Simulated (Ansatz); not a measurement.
Ansatz (a program for electronic structure) input (CCSD(T)/cc-pVTZ):

Ansatz 0.2 input:
```yaml
crystal:
  periodic: [false, false, false]
  atoms:
    - {symbol: Ge, position_ang: [-0.00564895, 0.00110658, 0.44929983]}
    - {symbol: F, position_ang: [0.70485134, 1.19282022, -0.79296222]}
    - {symbol: F, position_ang: [-0.68476618, -1.19675475, -0.80454829]}
basis:
  gaussian:
    orbitals: cc-pVTZ
total_charge: -1
magnetization: {spin_polarized: true, initial_magnetization: 1}
correlation: {method: ccsd_t, electrons: outside_noble_gas}
```

Output:

```
Functional definition: HF
integrals: 0.19 GiB planned
667 factors; integrals over basis functions are off by at most 8.3e-4 eV
mean field: 0.34 GiB planned
mean field evaluation 1: about -61890.0570 eV, gradient 1.0e1 eV
mean field evaluation 2: about -61890.0637 eV, gradient 1.0e1 eV
mean field evaluation 4: about -61890.7523 eV, gradient 1.5e0 eV
mean field evaluation 8: about -61890.7912 eV, gradient 1.6e-1 eV
mean field evaluation 16: about -61890.7732 eV, gradient 7.3e-1 eV
mean field evaluation 32: about -61888.3309 eV, gradient 9.1e-4 eV
mean field evaluation 64: about -61887.3579 eV, gradient 5.8e-1 eV
mean field -61890.79172579 eV, -2274.4446448373 hartree, gradient 2.8e-6 eV, S^2 0.775102; 2 other end points of the search recorded, 0 dependent functions left out
determinant -61890.79172579 eV, -2274.4446448373 hartree, with singles and doubles -61907.41119648 eV, -2275.0553991203 hartree
determinant -61888.33089702 eV, -2274.3542110482 hartree, with singles and doubles -61905.20782140 eV, -2274.9744265795 hartree
determinant -61887.36241148 eV, -2274.3186198611 hartree, with singles and doubles -61904.39718579 eV, -2274.9446362704 hartree
16 core orbitals not correlated
reference -61890.79172579 eV, -2274.4446448373 hartree; 10, 9 occupied and 77, 78 virtual orbitals, 667 factors
second order -16.49615241 eV of doubles, -0.00000000 eV of singles
coupled cluster: 0.50 GiB planned
cycle   1  -16.60958294 eV  change    -1.9e0 eV  update   2.2e-2
cycle   2  -16.64344357 eV  change   -3.4e-2 eV  update   4.8e-3
cycle   3  -16.64354059 eV  change   -9.7e-5 eV  update   2.4e-3
cycle   4  -16.64342965 eV  change    1.1e-4 eV  update   8.4e-4
cycle   5  -16.64367077 eV  change   -2.4e-4 eV  update   4.0e-4
cycle   6  -16.64393321 eV  change   -2.6e-4 eV  update   1.3e-4
cycle   7  -16.64397556 eV  change   -4.2e-5 eV  update   5.3e-5
cycle   8  -16.64399326 eV  change   -1.8e-5 eV  update   2.1e-5
perturbative correction -0.52311412 eV, -0.0192240895 hartree
Total energy: -61907.95883317 eV, -2275.0755243972 hartree
```
